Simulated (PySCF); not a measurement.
# From computed data to an observable: oscillator strength and radiative lifetime

Sn(I)(OH) (HIOSn), SMILES [OH][Sn][I] (connectivity only; charge and spin as stated), neutral, multiplicity 1.

The structure is a stationary point at PBE-D3(BJ)/def2-SVP. The def2 effective core potentials stand for the cores of I, Sn; spin–orbit coupling is left out. Other conformers were not sampled.

TDDFT-LC-ωPBE/def2-SVPD (PySCF) puts the first singlet state with f over 0.02 at 3.84 eV (vertical), with the transition dipole (0.000, 0.000, 0.514) in atomic units.

Task: Find the oscillator strength, the wavelength and the radiative lifetime that this transition would have in vacuum if emission retraced absorption.

Result: 
|μ|² = 0.2642 au, so |μ| = 1.31 D. ΔE = 3.84/27.211 = 0.1411 hartree. f = (2/3) ΔE |μ|² = 0.025 (the program prints 0.025).
λ = 1239.84/3.84 = 323 nm; ν = 30972 cm⁻¹.
Einstein's coefficient A = 0.6670 ν² f s⁻¹ (ν in cm⁻¹) = 1.6e7 s⁻¹, so τ = 1/A = 63 ns. This state is S1. The figure is the radiative limit of this one transition; relaxation, internal conversion, crossing to triplets and a medium change what is measured.
